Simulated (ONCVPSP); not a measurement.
## Varying the ONCV potential for Zn

Base potential:

* Element: Zn
* Generator: ONCVPSP 4.0.1
* Type: optimised norm-conserving Vanderbilt (ONCV)
* Functional: PBE
* Relativity: scalar-relativistic
* Frozen core: [Ar] 3d10
* Valence charge: 2
* Reference configuration: 4s1.5 4p0.5
* Partial waves: 4s: rc 2.05 bohr, ncon 3, nbas 7, qcut 4.1 1/bohr, local; 4p: rc 2.20 bohr, ncon 4, nbas 9, qcut 3.9 1/bohr, 3 projectors, debl 1.9 Ha; d scattering state at 0.21 Ha: rc 2.20 bohr, ncon 3, nbas 7, qcut 3.8 1/bohr, 2 projectors, debl 1.2 Ha
* Local potential: the s channel
* Core correction: Teter function, fcfact 2.5, rcfact 1.35

Cutoffs, loose and tight: the cutoffs (Ha) at which the residual kinetic energy of the hardest occupied pseudo-wave falls to 1 and 0.1 mHa per electron. They do not see the model core or the augmentation charge, which bear on the density cutoff. Test errors are all-electron minus pseudo excitation energies from the reference, over the configurations 4s2 4p0; 4s1 4p0; 4s1.5 4p0; 4s1 4p1. A dash means not determined; rows that change the core or the reference have their own tests.

For the base: The cutoffs count occupied waves only; projector 2 of the d channel, the hardest unoccupied one, needs 73 Ha at the loose tolerance.

A true bound ghost makes a file unfit for plane-wave use even where its test errors are small: the radial tests pick states by their node count and pass the ghost by.

| change | outcome | cutoff, loose | cutoff, tight | bound ghosts | GHOST(+) flags above zero | largest test error (meV) |
| --- | --- | --- | --- | --- | --- | --- |
| base | generated | 6.0 Ha | 7.6 Ha | none | p, d | -20 |
| d: debl 0.2 | generated | 6.0 Ha | 7.6 Ha | d | p | -20 |
| d: debl 0.25 | generated | 6.0 Ha | 7.6 Ha | d | p | -20 |
| d: debl 0.4 | generated | 6.0 Ha | 7.6 Ha | d | p | -20 |
| d: debl 0.65 | generated | 6.0 Ha | 7.6 Ha | d | p | -20 |
| d: debl 1.05 | generated | 6.0 Ha | 7.6 Ha | none | p, d | -20 |
| d: debl 1.35 | generated | 6.0 Ha | 7.6 Ha | none | p, d | -20 |
| d: debl 2.3 | generated | 6.0 Ha | 7.6 Ha | d | p, d | -20 |
| d: debl 3 | generated | 6.0 Ha | 7.6 Ha | none | p, d | -20 |
| d: debl 4.95 | generated | 6.0 Ha | 7.6 Ha | none | p | -20 |

Reading the sweep of the debl of the d channel (base included, trends over the rows without a ghost): The loose cutoff stays near 6.0 Ha. The median size of the test errors (rows with all tests solved) stays near 2.7 meV. Bound ghosts are found at 0.2, 0.25, 0.4, 0.65, 2.3 Ha.
